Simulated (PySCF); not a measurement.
## Interval between two levels of Pt⁺ by level of theory

Pt⁺ [Xe] 4f14 5d9 [2D5/2, M_J = 5/2] → Pt⁺ [Xe] 4f14 5d8 6s1 [4F9/2, M_J = 9/2], as a difference of total energies. All numbers are calculated (PySCF 2.14, the two-component X2C-1e Hamiltonian, in x2c-SVPall-2c with one added diffuse shell each of s, d type (8s9p10d2f, 99 functions)). Correlated levels: [Kr] 4d10 4f14 frozen; the 22 highest virtual spinors dropped. "Screened" scales the spin-orbit matrix elements by Boettger's factors to mimic the two-electron term; Breit and QED terms are absent.

```tsv
method	interval between two levels (cm⁻¹)
GHF (spin-free)	3044.3
GMP2 (spin-free)	7794.4
GHF (screened spin-orbit)	59.104
GMP2 (screened spin-orbit)	4469.4
```

The labels give the starting determinants; with spin-orbit coupling the two ends relaxed to ⟨J²⟩ = 10.49, ⟨L²⟩ = 7.02, ⟨S²⟩ = 1.20 and ⟨J²⟩ = 24.76, ⟨L²⟩ = 12.35, ⟨S²⟩ = 3.80.

The determinant of the lower state mixes levels of different J (the jj label is only the starting occupation), so the difference between spin-free and spin-orbit rows is not the physical spin-orbit shift.
